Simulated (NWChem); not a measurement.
# VOClF$_{2}$; SMILES [O]=[V]([F])([F])[Cl]

```xyz
5

V      0.0511     0.2928     0.0000
O      1.5586     0.7027     0.0000
F     -0.6799     0.9387     1.4128
F     -0.6799     0.9387    -1.4128
Cl    -0.0650    -1.8576     0.0000
```
Atoms are numbered in this order, from 1.

Level: PBE-D3(BJ)/def2-SVP (NWChem), optimised geometry, unscaled harmonic frequencies. 

```json
[
 {"frequency (cm⁻¹)": "164", "IR intensity (km/mol)": "2.1"},
 {"frequency (cm⁻¹)": "188", "IR intensity (km/mol)": "1.4"},
 {"frequency (cm⁻¹)": "225", "IR intensity (km/mol)": "6.1"},
 {"frequency (cm⁻¹)": "279", "IR intensity (km/mol)": "0.6"},
 {"frequency (cm⁻¹)": "309", "IR intensity (km/mol)": "3.0"},
 {"frequency (cm⁻¹)": "469", "IR intensity (km/mol)": "52.1"},
 {"frequency (cm⁻¹)": "755", "IR intensity (km/mol)": "104.3"},
 {"frequency (cm⁻¹)": "812", "IR intensity (km/mol)": "131.4"},
 {"frequency (cm⁻¹)": "1114", "IR intensity (km/mol)": "121.8"}
]
```

```yaml
zero_point_energy: 6.2 kcal/mol
thermal correction to the enthalpy at 298.15 K (with zero-point energy): 10.4 kcal/mol
heat capacity Cv: 17.8 cal/(mol K)
entropy at 298.15 K and 1 atm (symmetry number 1): 78.8 cal/(mol K)
dipole_moment: 0.55 D
```

Rigid rotor and harmonic oscillator.
